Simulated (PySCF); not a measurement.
Structure problem from calculated spectra and properties.

Formula: C5H6F4S.

| Quantity | Value |
| --- | --- |
| Valence photoelectron | vertical ionisation energy: 8.63 eV [ΔSCF PBE0/def2-SVPD] |
| UV, strongest line | among the 10 lowest singlet transitions: S6 at 6.95 eV (178 nm, f = 0.282) [TDDFT PBE0/def2-SVPD] |
| NMR, other nuclei | isotropic shieldings of nuclei other than C and H, by class: 255 (3 F), 259 (1 F), 545 (1 S) ppm [GIAO PBE0/pcSseg-1] |
| 1H NMR | chemical shifts (computed TMS as zero) by class: 5.82 (1 H), 3.05 (2 H), 2.02 (3 H) ppm [GIAO PBE0/pcSseg-1] |
| UV, first state | lowest singlet excitation: 5.14 eV (241 nm, f = 0.118) [TDDFT PBE0/def2-SVPD] |
| Polarisability | 87.2 au [PBE0/def2-SVPD] |
| Triplet | lowest triplet excitation (Tamm–Dancoff): 3.72 eV [TDA PBE0/def2-SVPD] |
| 13C NMR | chemical shifts (computed TMS as zero) by class: 162.2 (1 C), 129.6 (1 C), 118.9 (1 C), 37.9 (1 C), 22.0 (1 C) ppm [GIAO PBE0/pcSseg-1] |
| Dipole | 3.63 D [PBE0/def2-SVPD] |
| Rotational structure | rotational constants A, B, C: 1.851, 0.659, 0.544 GHz [PBE0-D3(BJ)/def2-SVP] |

Electronic properties: PySCF, gas phase, density fitting. Levels stand in brackets. The structure is a single PBE0-D3(BJ)/def2-SVP conformer in the gas phase; no vibrational or solvent corrections. NMR classes are plain means over equivalent atoms (diastereotopic ones count apart unless rotation or inversion swaps them), as if these changed places fast.

Q: What is the compound? Reason from the data.

A: Numbering: `[CH3:1][S:2]/[CH:3]=[C:4](/[F:5])[CH2:6][C:7]([F:8])([F:9])[F:10]`. Its formula, C5H6F4S, gives 1 degree of unsaturation: 0 rings and 1 π bond in the structure found. 5 carbons fall into 5 classes; from least to most shielded: vinylic C–F carbon [C4] (162.2 ppm), CF3 carbon [C7] (129.6 ppm), alkene CH carbon [C3] (118.9 ppm), allylic carbon [C6] (37.9 ppm), S-methyl carbon [C1] (22.0 ppm). Hydrogen classes from least to most shielded: 1 H on an alkene CH carbon, C3 (5.82 ppm), 2 H on an allylic carbon, C6 (3.05 ppm, a mean of values up to 0.7 ppm apart in this geometry), 3 H on an S-methyl carbon, C1 (2.02 ppm). The other shieldings belong to: 255 ppm, fluorine of a CF3 group [F8/F9/F10]; 259 ppm, vinyl fluorine [F5]; 545 ppm, sulfide sulfur [S2]. S1 is mainly HOMO→LUMO (weight 0.87); the largest Löwdin shares of the orbital it empties are 0.50 on the sulfide sulfur, 0.14 on the alkene CH carbon, 0.14 on the vinylic C–F carbon and 0.08 on the S-methyl carbon, of the orbital it fills 0.28 on the vinylic C–F carbon, 0.25 on the alkene CH carbon, 0.15 on the sulfide sulfur and 0.07 on the vinyl fluorine. The optimised geometry has point group C1 and is an asymmetric top. Structure: `CS/C=C(/F)CC(F)(F)F`. The assignments are read from this structure; whether some other isomer fits the data as well wasn't checked.

Shape of the structure used: `[CH3:1][S:2]/[CH:3]=[C:4](/[F:5])[CH2:6][C:7]([F:8])([F:9])[F:10]`: C1–S2–C3–C4 136°, C3–C4–C6–C7 97°, C4–C6–C7–F8 59°.
